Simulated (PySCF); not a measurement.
## Potassium: a sound run and one with changed settings

Sound run: K²⁺ [Ne] 3s2 3p5, K³⁺ [Ne] 3s2 3p4. All numbers are calculated (PySCF 2.14, the spin-free X2C one-electron Hamiltonian (Gaussian nucleus), in x2c-SVPall). The sound run starts from symmetry-adapted Hartree-Fock orbitals and uses a fine grid where one is needed.

A second run was set up differently.

| species | method | sound run (hartree) | changed run (hartree) | converged |
| --- | --- | --- | --- | --- |
| K²⁺ | UHF | -600.05251 | -600.05251 | yes |
| K²⁺ | r2SCAN | -600.72354 | -600.72281 | yes |
| K²⁺ | PBE0 | -600.58914 | -600.59060 | yes |
| K³⁺ | UHF | -598.32836 | -598.32836 | yes |
| K³⁺ | r2SCAN | -598.94568 | -598.94320 | yes |
| K³⁺ | PBE0 | -598.81336 | -598.81477 | yes |

Ionisation energy of K²⁺:

| method | sound run (eV) | changed run (eV) |
| --- | --- | --- |
| UHF | 46.917 | 46.917 |
| r2SCAN | 48.378 | 48.426 |
| PBE0 | 48.321 | 48.323 |

**Question.** What was changed?
A. all electrons correlated in a valence basis
B. too few SCF iterations
C. radial grid too coarse
D. minimal basis

**Answer.** C. It used radial step 0.3 in ln r (0.13 in the sound run). A coarse radial grid mis-integrates the density and the exchange-correlation energy, with errors of either sign; Hartree-Fock needs no grid.
